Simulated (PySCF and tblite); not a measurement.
Computed ¹H and ¹³C shifts (ppm) of 4 molecules with 3 carbons each, averaged over conformers at 298.15 K: GIAO PBE0/pcSseg-1 on PBE0-D3(BJ)/def2-SVP geometries, unscaled, against TMS (¹H), TMS (¹³C) at the same level; H on other atoms than carbon is left out (PySCF, tblite).

P. ¹H: 6.05 (1H), 5.65 (1H), 5.49 (1H), 3.91 (2H) ¹³C: 143.2 (1C), 125.6 (1C), 51.4 (1C)
Q. ¹H: 3.83 (2H), 2.02 (2H) ¹³C: 132.1 (1C), 58.6 (1C), 39.5 (1C)
R. ¹H: 6.14 (1H), 5.68 (1H), 5.49 (1H), 4.91 (2H) ¹³C: 143.7 (1C), 122.6 (1C), 84.9 (1C)
S. ¹H: 2.61 (2H), 2.12 (3H) ¹³C: 131.6 (1C), 40.7 (1C), 21.0 (1C)

The molecules:
1. C3H5Cl, SMILES C=CCCl
2. C3H5F, SMILES C=CCF
3. C3H5F3O, SMILES OCCC(F)(F)F
4. C₃H₅F₃S, SMILES CSCC(F)(F)F

(1) Which spectrum belongs to which molecule?

Unscaled shifts at such levels can be off by 15 ppm or more for ¹³C and 0.8 ppm for ¹H.

For scale, the study of C=CCCl took 24 s on 1 thread of Arm Neoverse V1, on a host shared with other jobs (rough), launched as `OMP_NUM_THREADS=1 python ens_run.py task.json out`.

Answers

(1) P is 1; Q is 3; R is 2; S is 4.

Assigned:
1. [CH2:1]=[CH:2][CH2:3][Cl:4]: ¹³C: 143.2 (C2), 125.6 (C1), 51.4 (C3) ppm.
2. [CH2:1]=[CH:2][CH2:3][F:4]: ¹³C: 143.7 (C2), 122.6 (C1), 84.9 (C3) ppm.
3. [OH:1][CH2:2][CH2:3][C:4]([F:5])([F:6])[F:7]: ¹³C: 132.1 (C4), 58.6 (C2), 39.5 (C3) ppm.
4. [CH3:1][S:2][CH2:3][C:4]([F:5])([F:6])[F:7]: ¹³C: 131.6 (C4), 40.7 (C3), 21.0 (C1) ppm.
